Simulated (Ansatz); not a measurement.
`F[SiH2]C[SiH](F)F` + H₂O → `O[SiH2]F` + `C[SiH](F)F` at 500 K and 1 bar (formal hydrolysis of the Si–C bond).

Calculated with Ansatz (gas phase, PBE0-D4/def2-TZVP geometries, no zero-point term in ΔE). CCSD(T)/CBS is the MP2 limit (def2-TZVPP, def2-QZVPP) plus CCSD(T) − MP2 in def2-TZVPP, frozen cores. This one scheme is used for every species. One conformer a species, not always the lowest.

| species | CCSD(T)/CBS energy (Eh) | H − E (kJ/mol) | S (J/(mol·K)) |
| --- | --- | --- | --- |
| `F[SiH2]C[SiH](F)F` | -918.82142 | 217.6 | 465.8 |
| H₂O | -76.37941 | 73.2 | 206.3 |
| `O[SiH2]F` | -465.96250 | 118.8 | 315.1 |
| `C[SiH](F)F` | -529.27654 | 171.3 | 356.1 |

H − E and S are ideal-gas, rigid-rotor, harmonic terms from PBE0-D4/def2-TZVP, for one conformer and one mirror image of each species. 1 Eh = 2625.50 kJ/mol, R = 8.31446 J/(mol·K).

By hand: ΔE, ΔH, ΔS and ΔG.

ΔE = (-465.96250) + (-529.27654) − (-918.82142) − (-76.37941) = -0.03821 Eh = -100.3 kJ/mol. Δ(H − E) = 118.8 + 171.3 − 217.6 − 73.2 = -0.7, so ΔH = -101.0 kJ/mol. ΔS = 315.1 + 356.1 − 465.8 − 206.3 = -0.9 J/(mol·K). ΔG = -101.0 − 500 × (-0.9)/1000 = -100.5 kJ/mol.

By hand: the equilibrium constant, and the temperature at which ΔG would vanish if ΔH and ΔS stayed fixed.

log₁₀ K = −ΔG/(RT ln 10) = 10.5. ΔG = 0 at ΔH/ΔS = 112222 K, far beyond where these terms or the molecules hold.

The number of gas molecules stays the same, so ΔS is small and ΔH decides. A doubt of 5 kJ/mol in ΔE shifts log₁₀ K by 0.5 here. Other conformers and mirror images would add mixing entropy, several J/(mol·K) or more a flexible species. Modes under 60 cm⁻¹, often nearly free rotors, make the harmonic entropy too high. These are equilibria of isolated gas molecules and say nothing of rates. Largest T1 diagnostic: 0.012 (customary marks: 0.02 for closed shells, 0.045 for open ones).
